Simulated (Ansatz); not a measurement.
CH7BFNSi (`C[SiH](F)BN`). Charge 0, multiplicity 1.

| atom | x (Å) | y (Å) | z (Å) |
| --- | --- | --- | --- |
| C1 | -0.3701 | 0.3681 | 1.9423 |
| Si2 | -0.8377 | 0.0686 | 0.1618 |
| F3 | -1.1483 | 1.5085 | -0.5207 |
| B4 | 0.5983 | -0.8078 | -0.9419 |
| N5 | 1.0873 | -0.1247 | -2.0432 |
| H6 | -1.1678 | 0.8905 | 2.4754 |
| H7 | -0.1946 | -0.5869 | 2.4460 |
| H8 | 0.5434 | 0.9622 | 2.0192 |
| H9 | -2.1237 | -0.6890 | 0.1254 |
| H10 | 1.0586 | -1.8891 | -0.6984 |
| H11 | 0.7501 | 0.7855 | -2.3143 |
| H12 | 1.8044 | -0.4857 | -2.6516 |

(1) List the harmonic frequencies (cm⁻¹, unscaled) at PBE0-D4/def2-TZVP in Ansatz. (Best estimate.)

(2) Is this a minimum?

(3) Give the ideal-gas thermochemistry at 298.15 K and 1 bar (rigid rotor, harmonic oscillator; point group C1, symmetry number 1).

(4) And at 400, 500, 600, 800 and 1000 K?

(5) Rotational constants (cm⁻¹)?

Answers

(1) The calculation gave: 80, 105, 157, 190, 253, 370, 522, 569, 666, 679, 731, 759, 809, 867, 896, 907, 929, 1151, 1273, 1369, 1444, 1450, 1646, 2186, 2590, 3048, 3131, 3140, 3590, 3683.

(2) Yes, all 30 modes are real.

(3) Zero-point energy 234.4 kJ/mol; H(298) − E = 256.7 kJ/mol; entropy 352.7 J/(mol·K), of which translation 165.1, rotation 112.0, vibration 75.6; G(298) − E = 151.5 kJ/mol. Modes under 100 cm⁻¹ are hindered rotations or soft bends, so the harmonic entropy is rough.

(4) 
```
T (K)  H − E (kJ/mol)  S (J/mol/K)  G − E (kJ/mol)
  400           269.8        390.5           113.6
  500           285.0        424.2            72.9
  600           301.8        454.9            28.9
  800           339.5        509.0           -67.7
 1000           381.3        555.5          -174.2
```

(5) 0.1931, 0.08519, 0.06751.
